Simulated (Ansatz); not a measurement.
MoN(NH2)3 (MoN₄H₆). Total charge 0; singlet. Geometry PBE-D4/def2-SVP.

```xyz
11

Mo   -0.249    0.227    0.048
N    -1.453    1.330    0.279
N    -0.209   -0.821    1.702
H    -0.824   -0.678    2.507
H     0.435   -1.597    1.887
N     1.361    1.304   -0.244
H     2.297    0.923   -0.420
H     1.396    2.327   -0.243
N    -0.808   -0.798   -1.524
H    -0.275   -1.570   -1.940
H    -1.671   -0.646   -2.053
```

In the def2 sets Mo takes a core potential; there is no spin–orbit coupling. The restricted singlet is unstable towards broken spin symmetry in Hartree–Fock (as tested in another run); at LDA (SPW92)/def2-TZVP, PBE-D4/def2-SVP, BLYP-D4/def2-TZVP, PBE0-D4/def2-TZVPD and others this wasn't settled.

(1) Estimate the orbital energies around the gap (eV) in Ansatz with LDA (SPW92)/def2-TZVP, PBE-D4/def2-SVP, BLYP-D4/def2-TZVP, PBE0-D4/def2-TZVPD, ωB97M-V/def2-TZVP.

## Answers

(1) 
| orbital | LDA (SPW92)/def2-TZVP | PBE-D4/def2-SVP | BLYP-D4/def2-TZVP | PBE0-D4/def2-TZVPD | ωB97M-V/def2-TZVP |
| --- | --- | --- | --- | --- | --- |
| HOMO−9 | -11.87 | -11.64 | -11.67 | -13.50 | -15.91 |
| HOMO−8 | -10.01 | -9.71 | -9.69 | -11.54 | -13.93 |
| HOMO−7 | -9.84 | -9.56 | -9.55 | -11.38 | -13.77 |
| HOMO−6 | -9.84 | -9.56 | -9.55 | -11.38 | -13.77 |
| HOMO−5 | -7.41 | -7.08 | -7.07 | -8.71 | -11.12 |
| HOMO−4 | -7.41 | -7.08 | -7.07 | -8.71 | -11.11 |
| HOMO−3 | -6.88 | -6.59 | -6.63 | -8.30 | -10.65 |
| HOMO−2 | -6.73 | -6.36 | -6.39 | -7.94 | -10.30 |
| HOMO−1 | -6.73 | -6.36 | -6.39 | -7.94 | -10.30 |
| HOMO | -5.78 | -5.38 | -5.46 | -6.92 | -9.07 |
| LUMO | -1.81 | -1.37 | -1.54 | -0.91 | 0.92 |
| LUMO+1 | -1.81 | -1.37 | -1.54 | -0.90 | 1.28 |
| LUMO+2 | -0.92 | -0.59 | -0.79 | -0.35 | 1.28 |
| LUMO+3 | -0.51 | -0.07 | -0.36 | 0.26 | 1.74 |
| LUMO+4 | -0.51 | -0.07 | -0.36 | 0.26 | 1.75 |
| LUMO+5 | 0.00 | 0.53 | 0.31 | 0.75 | 2.10 |
